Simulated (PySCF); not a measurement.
**Spin states and ions at one geometry of [ReO3F2]−**

PySCF 2.14.0, RKS r2SCAN, Re def2-SVP with ECP60, O def2-SVP, F def2-SVP; non-relativistic Hamiltonian with scalar-relativistic core potentials where named; density fitting; no spin-orbit coupling; singlets restricted, open shells unrestricted. The geometry is relaxed for charge -1, singlet, vacuum:

```xyz
6

Re   -0.0051    0.0000    0.0000
O    -0.8756    0.0000    1.5019
O    -0.8756    0.0000   -1.5019
O     1.7311    0.0000    0.0000
F    -0.0034    1.9221    0.0000
F    -0.0034   -1.9221    0.0000
```

Energies count from the relaxed state; an electron taken off or put on is at rest in vacuum. Charges and spins are Mulliken's.

| state | energy (eV) | spin squared | charge on Re1 (e) | spin on Re1 (e) | dipole about the centre of mass (D) |
| --- | --- | --- | --- | --- | --- |
| charge -1, singlet, vacuum | 0.00 | 0.00 | 1.19 | 0.00 | 0.00 |
| charge 0, doublet, vacuum | 6.25 | 0.77 | 1.41 | -0.15 | 0.33 |

Q: What does the state charge -1, triplet, vacuum give?

A: energy (eV) 3.78, spin squared 2.01, charge on Re1 (e) 1.08, spin on Re1 (e) 0.69, dipole about the centre of mass (D) 1.26.

With an electron taken off (doublet) the charges change, summed by element, by Re +0.23 e, O +0.60 e, F +0.17 e. The vertical ionisation energy is 6.25 eV, against −ε(HOMO) = 3.04 eV of the relaxed state. The level lies 3.2 eV too high, as is usual for semilocal functionals and global hybrids, which keep a self-interaction error.

Open shells may have lower solutions than those found. Hard to converge, so the more doubtful: charge 0, doublet, vacuum.

No frequency check is given that shows the relaxed geometry to be a minimum.
